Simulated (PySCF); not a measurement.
Compound: C3H6BCl.
Atom-mapped SMILES: `[Cl:1][BH:2][CH:3]1[CH2:4][CH2:5]1` (hydrogens: H6 on B2; H7 on C3; H8, H9 on C4; H10, H11 on C5)

Geometry (PBE0-D3(BJ)/def2-SVP, Å), atoms numbered from 1 in this order:
```xyz
11
C3H6BCl angstrom
Cl     2.1296   -0.6822    2.9397
B      1.9121   -0.3693    1.2172
C      0.5700    0.1519    0.6889
C     -0.2590    1.1088    1.5455
C     -0.7336   -0.2742    1.3605
H      2.8681   -0.5864    0.5150
H      0.5014    0.3209   -0.3899
H     -0.7659    1.9175    1.0130
H      0.1564    1.3861    2.5181
H     -1.5821   -0.4569    0.6963
H     -0.6511   -0.9650    2.2040
```

Jobs on this species (11 atoms, 46 electrons) with PySCF (density fitting). Hardware of each: Arm Neoverse V1, one thread, no GPU, shared host. The host was shared with other jobs, so the times are rough. Peak memory is the resident size of the whole Python process, interpreter and libraries included.

```json
{"level and settings": "delta-SCF UKS PBE, pcX-2 on the ionised atom, pcseg-1 elsewhere, spin-free X2C", "work": "ΔSCF core ionisation, 5 holes", "basis functions": "146", "SCF cycles": "?", "wall time": "?", "peak memory": "?"}
{"level and settings": "delta-SCF UKS SCAN, pcX-2 on the ionised atom, pcseg-1 elsewhere, non-relativistic", "work": "ΔSCF core ionisation, 5 holes", "basis functions": "146", "SCF cycles": "?", "wall time": "?", "peak memory": "?"}
{"level and settings": "delta-SCF UKS SCAN, pcX-1 on the ionised atom, pcseg-1 elsewhere, spin-free X2C", "work": "ΔSCF core ionisation, 5 holes", "basis functions": "126", "SCF cycles": "?", "wall time": "?", "peak memory": "?"}
{"level and settings": "delta-SCF UKS HF, pcX-2 on the ionised atom, pcseg-1 elsewhere, spin-free X2C", "work": "ΔSCF core ionisation, 5 holes", "basis functions": "146", "SCF cycles": "65", "wall time": "14 s", "peak memory": "0.53 GiB"}
{"level and settings": "delta-SCF UKS PBE0, pcX-2 on the ionised atom, pcseg-1 elsewhere, spin-free X2C", "work": "ΔSCF core ionisation, 5 holes", "basis functions": "146", "SCF cycles": "68", "wall time": "25 s", "peak memory": "0.53 GiB"}
{"level and settings": "delta-SCF UKS SCAN, pcX-2 on the ionised atom, pcseg-1 elsewhere, spin-free X2C", "work": "ΔSCF core ionisation, 5 holes", "basis functions": "146", "SCF cycles": "76", "wall time": "24 s", "peak memory": "0.45 GiB"}
{"level and settings": "delta-SCF UKS SCAN, def2-TZVP on the ionised atom, pcseg-1 elsewhere, spin-free X2C", "work": "ΔSCF core ionisation, 5 holes", "basis functions": "123", "SCF cycles": "77", "wall time": "23 s", "peak memory": "0.53 GiB"}
{"level and settings": "PBE0-D3(BJ)/def2-SVP, grid level 1", "work": "geometry optimisation from a GFN2-xTB start shaken at random", "basis functions": "104", "SCF cycles": "36", "wall time": "20 s", "peak memory": "0.43 GiB"}
```

Q: Fill in the missing figures.

A: 
- delta-SCF UKS PBE, pcX-2 on the ionised atom, pcseg-1 elsewhere, spin-free X2C; ΔSCF core ionisation, 5 holes: 14 s, 0.53 GiB, 74 SCF cycles
- delta-SCF UKS SCAN, pcX-2 on the ionised atom, pcseg-1 elsewhere, non-relativistic; ΔSCF core ionisation, 5 holes: 23 s, 0.53 GiB, 76 SCF cycles
- delta-SCF UKS SCAN, pcX-1 on the ionised atom, pcseg-1 elsewhere, spin-free X2C; ΔSCF core ionisation, 5 holes: 19 s, 0.53 GiB, 75 SCF cycles

Q: What do all jobs in the table cost together?

A: About 2.7 min; the longest takes about 15 % of that, and about 1.8 times as long as the shortest.
